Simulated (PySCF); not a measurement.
Name the molecule from its bond curve

A diatomic of charge 0 contains Tl. Its doublet curve at UHF-CCSD in a double-zeta basis (scalar-relativistic core potentials, PySCF), in eV from the separated fragments:

(R (Å), E (eV)): (1.994, -2.541), (2.083, -2.789), (2.150, -2.872), (2.216, -2.890), (2.283, -2.860), (2.371, -2.767), (2.482, -2.596), (2.615, -2.345)

The fit gives ωe = 456 cm⁻¹ and the rotational constant Bₑ = 0.2337 cm⁻¹.

Which atom is the partner?

The minimum lies at 2.205 Å, so the reduced mass is 16.8576 u Å² cm⁻¹/(Bₑ·Re²) = 14.84 u. With Tl at 204.97 u the partner weighs about 16.0 u: O. The molecule is TlO.

Correlated steps freeze 5 core orbitals. Spin–orbit coupling is left out, which matters for elements this heavy, above all for dissociation energies. The state is the lowest determinant that a PBE0 search found; another state may lie lower at other levels.
